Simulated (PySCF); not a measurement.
From one molecule to another.

First species: C4H6OS.
Structure used (GFN2-xTB), in Å, numbered top down from 1:
```xyz
12
C4H6OS angstrom
O     -1.2614    2.3149    0.4939
S     -0.7665    1.4127   -0.5482
C      0.9863    1.0852   -0.1964
C      1.2686   -0.1831    0.0215
C      0.1232   -1.1457   -0.0388
C     -1.1589   -0.3239    0.0125
H      1.6718    1.9120   -0.2042
H      2.2610   -0.5593    0.2212
H      0.1836   -1.7131   -0.9724
H      0.1756   -1.8640    0.7828
H     -1.9444   -0.7208   -0.6252
H     -1.5376   -0.2156    1.0273
```

Second species: C5H8NPSi.
Numbering: `[CH3:1][Si@@H:2]([PH2:3])[C:4]#[C:5][CH2:6][C:7]#[N:8]` (hydrogens: H9, H10, H11 on C1; H12 on Si2; H13, H14 on P3; H15, H16 on C6)

Levels: wB97X-D/def2-SVPD for dipole moment, HOMO energy, LUMO energy, HOMO–LUMO gap, static isotropic polarisability and electronic spatial extent ⟨r²⟩ about the centre of nuclear charge; TDDFT wB97X-D/def2-SVPD for lowest singlet excitation; TDA wB97X-D/def2-SVPD for lowest triplet excitation (Tamm–Dancoff); GFN2-xTB for rotational constant A and rotational constant C. Geometries: GFN2-xTB. All species are isolated and taken at one optimised geometry, non-relativistic unless stated. Electronic properties by PySCF.

The conformers computed, where there is a choice (atom-mapped SMILES and torsion angles):
- `[CH3:1][Si@@H:2]([PH2:3])[C:4]#[C:5][CH2:6][C:7]#[N:8]`: H–P3–Si2–C1 -168°, H–P3–Si2–C1 -76°

```
                                                         property   column X    column Y
                                                    dipole moment     4.68 D      3.16 D
                                                      HOMO energy   -8.53 eV    -9.38 eV
                                                      LUMO energy    1.06 eV     1.20 eV
                                                    HOMO–LUMO gap    9.59 eV    10.58 eV
                                        lowest singlet excitation    4.92 eV     6.06 eV
                         lowest triplet excitation (Tamm–Dancoff)    4.30 eV     5.11 eV
                                  static isotropic polarisability    67.8 au    116.1 au
electronic spatial extent ⟨r²⟩ about the centre of nuclear charge  615 bohr²  2316 bohr²
                                            rotational constant A  5.934 GHz   2.883 GHz
                                            rotational constant C  2.119 GHz   0.461 GHz
```

**Question.** Which column belongs to which species?

**Answer.** Column X is the first species and column Y the second. The first has 12 atoms and 54 electrons, the second 16 and 74.

**Question.** How does each property change from the first species to the second?

**Answer.** dipole moment -1.52 D; HOMO energy -0.85 eV; LUMO energy +0.14 eV; HOMO–LUMO gap +0.99 eV; lowest singlet excitation +1.14 eV; lowest triplet excitation (Tamm–Dancoff) +0.81 eV; static isotropic polarisability +48.3 au; electronic spatial extent ⟨r²⟩ about the centre of nuclear charge +1701 bohr²; rotational constant A -3.051 GHz; rotational constant C -1.658 GHz.

On the first: The 8 singlets span 4.92 to 7.43 eV, and their oscillator strengths add up to 0.33. A dipole of 4.68 D is allowed in C1, and pure rotational transitions are dipole-allowed.

On the second: A dipole of 3.16 D is allowed in C1, and pure rotational transitions are dipole-allowed. The polarisability is 17.20 Å³ as a volume (1 au = 0.148185 Å³), or 1.57 au for each of the 74 electrons.
